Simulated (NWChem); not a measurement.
# AuPH₄S; SMILES [PH3]->[Au][SH]

```xyz
7

Au     0.0036     0.0341     0.0000
S      0.0541     2.3437     0.0001
H     -1.3036     2.4884     0.0002
P      0.0108    -2.2554     0.0001
H     -1.2539    -2.9203     0.0116
H      0.6320    -2.9639     1.0766
H      0.6126    -2.9647    -1.0869
```
Atoms are numbered in this order, from 1.

Program: NWChem. Medium grid unless said otherwise, to which SCAN and Minnesota functionals are sensitive. Structure relaxed at the PBE-D3(BJ)/def2-SVP level. def2 effective core potentials on Au; no spin-orbit coupling. Hybrids' shares of exact exchange are those that their runs print; pure functionals count as 0. The functionals differ in more than this share.

```csv
row,share of exact exchange,highest occupied level (eV)
PBE/def2-SVP,0.00,-4.85
KT2/def2-SVP,0.00,-4.90
TPSSh/def2-SVP,0.10,-5.35
B3LYP/def2-SVP,0.20,-5.66
B97-2/def2-SVP,0.21,-5.67
BHandHLYP/def2-SVP,0.50,-6.81
M06-2X/def2-SVP,0.54,withheld
```

Fit a straight line of the last column on the one before it, predict the withheld value, and compare with the run.


1. Means of the 6 shown rows: x = 0.168, y = -5.540. Slope Σ(x − x̄)(y − ȳ)/Σ(x − x̄)² = -0.6673/0.1741 = -3.833; intercept -4.895.
2. The shown rows scatter about the line by 0.037 (root mean square); the largest residual is -0.07, at TPSSh/def2-SVP.
3. At x = 0.54 (M06-2X/def2-SVP; beyond the shown range) the line gives -6.96.
4. The run gives -6.94, +0.02 from the line, 0.5 times the scatter.
